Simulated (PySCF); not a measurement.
Mg(SH)(OSiH3), SMILES [SiH3][O][Mg][SH] (B3LYP/def2-SVP optimised geometry):

```
8

Mg    -0.804     0.011     0.000
S     -3.108    -0.019     0.001
H     -3.197     1.331    -0.090
O      0.993     0.011     0.000
Si     2.636     0.032     0.005
H      3.170     0.495     1.325
H      3.171     0.954    -1.048
H      3.197    -1.331    -0.259
```

Method: B3LYP/def2-TZVP run with PySCF.

Task: What are the frontier orbital energies and the dipole moment?

Result: HOMO-2 -7.97 eV, HOMO-1 -7.96 eV, HOMO -7.07 eV, LUMO -1.87 eV, LUMO+1 -0.47 eV; dipole moment 0.74 D.

On the same geometry PBE/def2-TZVP in PySCF gives HOMO-2 -6.74 eV, HOMO-1 -6.74 eV, HOMO -6.15 eV, LUMO -2.32 eV, LUMO+1 -0.93 eV; dipole moment 0.83 D.

Meta-Löwdin charges at B3LYP/def2-TZVP: Mg1 1.45, S2 -0.74, H3 0.09, O4 -1.15, Si5 0.77, H6 -0.14, H7 -0.14, H8 -0.14.
